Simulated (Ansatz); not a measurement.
Harmonic frequencies (cm⁻¹) at PBE0-D4/def2-TZVP from Ansatz: 148, 366, 428, 444, 479, 534, 554, 705, 863, 989, 1090, 1268, 1314, 1568, 1933, 1943, 3072, 3630.

(1) Which molecule is it?
A. `[SiH3][S][SnH3]`
B. `C1=[N][SnH2][NH]1`
C. `F[CH]1[AlH][GeH2]1`
D. `FC#[C][GeH3]`

Answers

(1) B.
